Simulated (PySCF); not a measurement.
**Electron correlation in F⁺ (fluorine, charge +1)**

[He] 2s2 2p3 3s1, high-spin 5S determinant (an excited configuration). Calculation: PySCF 2.14, in aug-cc-pwCVDZ (5s4p2d, 27 functions); the non-relativistic Hamiltonian (point nucleus). Frozen: nothing; 8 electrons correlated.

MP2 pair energies summed by pair of shells (mhartree):

| pair | energy | share (%) |
| --- | --- | --- |
| 2s-2p | -51.30 | 44.1 |
| 1s-1s | -20.17 | 17.3 |
| 2p-2p | -17.08 | 14.7 |
| 2s-2s | -8.12 | 7.0 |
| 2s-3s | -5.95 | 5.1 |
| 1s-2p | -5.40 | 4.6 |
| 2p-3s | -4.83 | 4.1 |
| 1s-2s | -3.45 | 3.0 |
| 1s-3s | -0.14 | 0.1 |

Total MP2 correlation energy: -116.43 mhartree.

Same-spin part -29.60 and opposite-spin part -86.83 mhartree; SCS-MP2 scales them by 1/3 and 6/5 to -114.07 mhartree.
